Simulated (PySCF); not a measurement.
# GeTe⁺: one state, many levels of theory

State: ²Π (doublet), unpaired electrons π ↑. Set-up: PySCF, scalar-relativistic core potentials, basis sets Ge def2-TZVPPD, Te def2-TZVPPD with ECP28. De refers to Ge⁺ + Te in their high-spin ground configurations, without counterpoise correction. The functionals are run spin-unrestricted. A positive dipole points towards Te; it is taken about the centre of mass and depends on that origin.

```tsv
Level	Re (Å)	ωe (cm⁻¹)	De (eV)	μ (D)
ROHF	2.484	279	1.90	-3.32
ROHF-MP2	2.463	286	3.19	n/a
ROHF-SCS-MP2	2.472	282	3.05	n/a
PBE	2.517	256	3.70	-2.48
PW91	2.515	257	3.73	-2.49
BP86	2.518	255	3.69	-2.49
r²SCAN	2.491	266	3.55	-2.42
M06-L	2.505	263	3.77	-2.25
B3LYP	2.510	261	3.36	-2.70
PBE0	2.486	271	3.40	-2.64
B97-3	2.503	266	3.30	-2.76
LC-ωPBE	2.441	292	2.97	-2.76
```

What does a quarter of exact exchange do here, going from PBE to PBE0?

PBE0 less PBE: -3.1 pm in Re, +5.9 % in ωe, -0.30 eV in De. Exact exchange removes part of the self-interaction that spreads semilocal densities, and in most molecules shortens and stiffens the bond and lowers De; so it does here.

What does the step from GGA to meta-GGA do here, going from PBE to r²SCAN?

r²SCAN less PBE: -2.6 pm in Re, +3.9 % in ωe, -0.15 eV in De. 

What does second-order correlation do here, going from ROHF to ROHF-MP2?

ROHF-MP2 less ROHF: -2.1 pm in Re, +2.5 % in ωe, +1.29 eV in De. Correlation nearly always deepens the well. The bond shortens, as in weak, metallic or heavy-atom bonds, where dispersion and the correlation of outer-core electrons pull the atoms together.

Correlated steps freeze 13 core orbitals. Spin–orbit coupling is left out, which matters for elements this heavy, above all for dissociation energies. For an ion De counts to the pair picked by the measured ionisation energies or electron affinities, which need not be the lowest pair at this level. The state is the lowest determinant that a PBE0 search found; another state may lie lower at other levels.

The whole job (state search and all levels along the bond) took about 7.4 min on 2 threads of Intel Xeon Platinum 8175M @ 2.50GHz (shared host), peak memory 5.2 GiB.
